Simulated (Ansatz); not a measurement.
`C[Se][InH2]` + `C=N` → `C=[N][InH2]` + `C[SeH]` at 700 K and 1 bar (ligand exchange at the In–Se bond).

Gas-phase electronic energies from Ansatz, PBE0-D4/def2-TZVP geometries. CBS: MP2 limit from def2 TZ/QZ plus the TZ coupled-cluster correction, frozen cores. This one scheme is used for every species. def2 core potentials past Kr. For In, Se outer-core shells are correlated without core-valence functions, which leaves a few kJ/mol of doubt a bond. Scalar relativity is left out up to krypton.

| species | CCSD(T)/CBS energy (Eh) | H − E (kJ/mol) | S (J/(mol·K)) |
| --- | --- | --- | --- |
| `C[Se][InH2]` | -2631.58862 | 195.1 | 443.3 |
| `C=N` | -94.52360 | 135.6 | 268.6 |
| `C=[N][InH2]` | -284.90922 | 162.3 | 392.3 |
| `C[SeH]` | -2441.15625 | 157.6 | 325.3 |

H − E and S are ideal-gas, rigid-rotor, harmonic terms from PBE0-D4/def2-TZVP. 1 Eh = 2625.50 kJ/mol, R = 8.31446 J/(mol·K).

Q: By hand: ΔE, ΔH, ΔS and ΔG.

A: ΔE = (-284.90922) + (-2441.15625) − (-2631.58862) − (-94.52360) = 0.04675 Eh = 122.7 kJ/mol. Δ(H − E) = 162.3 + 157.6 − 195.1 − 135.6 = -10.8, so ΔH = 111.9 kJ/mol. ΔS = 392.3 + 325.3 − 443.3 − 268.6 = 5.7 J/(mol·K). ΔG = 111.9 − 700 × (5.7)/1000 = 107.9 kJ/mol.

Q: By hand: the equilibrium constant, and the temperature at which ΔG would vanish if ΔH and ΔS stayed fixed.

A: log₁₀ K = −ΔG/(RT ln 10) = -8.1. ΔG = 0 at ΔH/ΔS = 19632 K, far beyond where these terms or the molecules hold.

The number of gas molecules stays the same, so ΔS is small and ΔH decides. A doubt of 5 kJ/mol in ΔE shifts log₁₀ K by 0.4 here. Modes under 60 cm⁻¹, often nearly free rotors, make the harmonic entropy too high. These are equilibria of isolated gas molecules and say nothing of rates. Largest T1 diagnostic: 0.015 (customary marks: 0.02 for closed shells, 0.045 for open ones).
